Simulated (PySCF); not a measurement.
Working out the ionisation energy of Co⁺

Co⁺ [Ar] 3d8 (3F) → Co²⁺ [Ar] 3d7 (4F). Calculation: PySCF 2.14, in def2-SVP (5s3p2d1f, 31 functions); no relativity, point nucleus. Frozen: [Ar]. Energies in hartree (1 hartree = 27.21139 eV):

```csv
part,Co⁺ (lower),Co²⁺ (upper)
UHF,-1380.910508,-1380.401809
MP2 opposite-spin,-0.107774,-0.058506
MP2 same-spin,-0.068887,-0.047045
```

Problem. What does Hartree-Fock give?

Solution. (-1380.401809) − (-1380.910508) = 0.508699 hartree = 13.842 eV.

Problem. What do MP2 and SCS-MP2 (6/5 opposite-spin, 1/3 same-spin) give?

Solution. The opposite-spin parts differ by 1.341 eV and the same-spin parts by 0.594 eV. MP2: 13.842 + (1.341) + (0.594) = 15.777 eV. SCS-MP2: 13.842 + 1.2 × (1.341) + (0.594)/3 = 15.649 eV.

Reference: 17.084 eV (measured; NIST Atomic Spectra Database, ionization energies), between the lowest levels; spin-orbit coupling is absent from the calculation.

The calculation is non-relativistic.

A double-zeta basis recovers only part of the correlation energy.

What remains against the reference includes basis incompleteness, the frozen core and correlation beyond second order.
